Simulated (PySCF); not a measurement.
C₄H₇NS, SMILES CSC=C=CN.

Geometry: r2SCAN-D4/def2-SVP. The structure was generated by enumeration; whether it is a known compound was not checked. One conformer was computed; it need not be the lowest.

Two levels are set side by side: PBE/def2-TZVP (PySCF) and ωB97X/def2-TZVP (PySCF). Same geometry, gas phase. Differences are taken from unrounded values.

```tsv
quantity	PBE
orbital gap (eV)	3.94
highest occupied level (eV)	-4.78
lowest empty level (eV)	-0.84
dipole moment (D)	0.78
mean polarisability (bohr³)	90.5
```

Q: These are the PBE values. What does ωB97X give? (Estimate from the structure and the level; the computed values follow.)

A: 
| quantity | ωB97X | PBE minus ωB97X |
|---|---|---|
| orbital gap (eV) | 10.27 | -6.33 |
| highest occupied level (eV) | -8.12 | 3.35 |
| lowest empty level (eV) | 2.14 | -2.99 |
| dipole moment (D) | 0.70 | 0.08 |
| mean polarisability (bohr³) | 85.0 | 5.6 |

Without exact exchange PBE keeps part of each electron's self-repulsion, which lifts occupied levels and narrows the gap. PBE's more diffuse valence density responds more strongly to a field. Differences between two approximate levels are no errors against the true value.

Rough cost on one machine, each run with all the roots and properties that it gave: ωB97X against PBE within a factor of 2.
